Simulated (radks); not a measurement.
Sc III, configuration [Ar] 6d1 (not the ground configuration). Method: scalar-relativistic Kohn-Sham, LDA (Slater exchange, Perdew-Wang correlation), spin-polarised, spherical densities, point nucleus; open shells are filled with parallel spins first; computed with a radial shooting solver on a logarithmic mesh with Libxc functionals.

Unscreened Slater integrals over Kohn-Sham orbitals (cm^-1). They are taken over the spin-up orbitals.

integral    value
F0(6d,6d)   15239
F2(6d,6d)  7909.0
F4(6d,6d)  5582.6
F0(6d,3p)   23435
F2(6d,3p)  2308.3
G1(6d,3p)  1097.4
G3(6d,3p)  875.48
F0(6d,3s)   23544
G2(6d,3s)  1059.6
F0(6d,2p)   24767
F2(6d,2p)  1102.0
G1(6d,2p)  846.88
G3(6d,2p)  483.01
F0(3p,3p)  175220
F2(3p,3p)   88169
F0(3p,3s)  180720
G1(3p,3s)  120210
F0(3p,2p)  238120
F2(3p,2p)   46019
G0(3p,2p)   18302
G2(3p,2p)   18874
F0(3s,3s)  186820
F0(3s,2p)  248410
G1(3s,2p)   20320
F0(2p,2p)  651580
F2(2p,2p)  304760

Derived for the open shells (J is the average intra-shell exchange parameter used in DFT+U). 6d: Racah B = F2/49 - 5 F4/441 = 98.11 cm^-1, C = 35 F4/441 = 443.1 cm^-1, C/B = 4.52, F4/F2 = 0.706, J = (F2 + F4)/14 = 963.7 cm^-1.
